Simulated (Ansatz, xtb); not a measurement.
**Isomers of C4H4F2N2O in order of energy**

3 gas-phase structures of C4H4F2N2O, from a drawn sample of its isomers (lower ones may exist). Each was relaxed with GFN2-xTB; where two conformers were screened, the lower at r2SCAN-D4/def2-SVP is listed:

A. `FC(F)Oc1ncc[nH]1`, a singlet
B. `FC(F)Oc1cn[nH]c1`, a singlet
C. `OCn1cnc(F)c1F`, a singlet

Q: Estimate their order in r2SCAN-D4/def2-SVP energy at these geometries, lowest first.

A: Calculated order at r2SCAN-D4/def2-SVP: A (0.000), B (0.787), C (1.004) eV.

Energies above the lowest of each column, in eV; the last columns are at PBE0-D3(BJ)/def2-SVP geometries and were run for some of them only (a dash: not run or not comparable):

```tsv
structure	GFN2-xTB	HF/STO-3G	r2SCAN-D4/def2-SVP	PBE0-D3(BJ)/def2-SVP	CCSD(T)/def2-SVP + ΔMP2/def2-TZVPP
A	0.000	0.000	0.000	0.000	0.000
B	0.782	0.700	0.787	0.792	0.776
C	0.566	0.629	1.004	–	–
```

Every level run on A puts it lowest or level with the lowest. Some further structures that were screened fall inside this span and aren't listed. Flexible structures stand in one conformer each, not always the lowest. Frequencies (GFN2-xTB) were run for A, B alone. ΔMP2 is the change of the MP2 energy from the smaller to the larger basis.

Programs: Ansatz 0.2.0, xtb 6.7.1.
